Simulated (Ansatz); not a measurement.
Reaction (redistribution): `C=CB[SeH]` + `C=C[SiH](F)OC` → `CO[SiH](F)[SeH]` + `C=CBC=C`

Isolated molecules relaxed with PBE0-D4/def2-TZVP in Ansatz; ΔE leaves out vibrations. CCSD(T)/CBS adds triple-zeta CCSD(T) − MP2 to the extrapolated MP2 energy (def2 sets, frozen cores). For Se outer-core shells are correlated without core-valence functions, which leaves a few kJ/mol of doubt a bond. Scalar relativity is left out up to krypton. Each species was taken in one conformer, which may not be the lowest.

`C=CB[SeH]`:

```xyz
9

C    -0.981    1.292   -0.168
C     0.028    0.424   -0.289
B     0.054   -0.875    0.527
Se    1.449   -2.184    0.423
H    -1.805    1.098    0.512
H    -1.027    2.219   -0.732
H     0.829    0.667   -0.986
H    -0.821   -1.148    1.294
H     2.275   -1.494   -0.580
```

`C=C[SiH](F)OC`:

Cartesian coordinates in Å:
```
C -0.511 -0.517 1.852
C 0.271 -1.186 1.007
Si 0.131 -1.007 -0.829
F 1.613 -1.128 -1.421
O -0.536 0.415 -1.249
C 0.005 1.692 -0.981
H -0.440 -0.638 2.929
H -1.262 0.184 1.499
H 1.003 -1.879 1.419
H -0.691 -2.050 -1.476
H 0.815 1.920 -1.680
H -0.788 2.430 -1.109
H 0.391 1.764 0.040
```

`CO[SiH](F)[SeH]`:

```xyz
10

C    -1.207    0.989   -0.017
O    -0.448    0.116    0.793
Si    0.482   -1.106    0.274
F     1.169   -1.666    1.589
Se    2.024   -0.446   -1.247
H    -2.057    0.468   -0.468
H    -1.584    1.791    0.618
H    -0.595    1.423   -0.814
H    -0.286   -2.200   -0.360
H     2.503    0.631   -0.368
```

`C=CBC=C`:

Z-matrix (Å, degrees):
```
C
C 1 1.338
H 1 1.087 2 120.6
H 1 1.087 2 123.0 3 180.0
B 2 1.540 1 121.4 3 -0.0
H 2 1.090 1 117.6 3 -180.0
C 5 1.540 2 123.4 1 -179.9
H 5 1.203 2 118.3 1 0.1
C 7 1.338 5 121.4 2 179.9
H 7 1.090 5 121.0 2 -0.1
H 9 1.086 7 120.6 5 0.0
H 9 1.087 7 123.0 5 -180.0
```

| species | CCSD(T)/CBS(def2) energy (Eh) |
| --- | --- |
| `C=CB[SeH]` | -2504.61289 |
| `C=C[SiH](F)OC` | -582.50358 |
| `CO[SiH](F)[SeH]` | -2905.94213 |
| `C=CBC=C` | -181.17109 |

(1) Work out ΔE.

Largest T1 diagnostic among the species: 0.013.

Answers

(1) ΔE = (-2905.94213) + (-181.17109) − (-2504.61289) − (-582.50358) = 0.00325 Eh = +8.5 kJ/mol.

In def2-TZVPP, CCSD(T) changes the Hartree–Fock value by +14.8 kJ/mol (the triples alone add +1.7 kJ/mol) and MP2 by +13.0 kJ/mol.
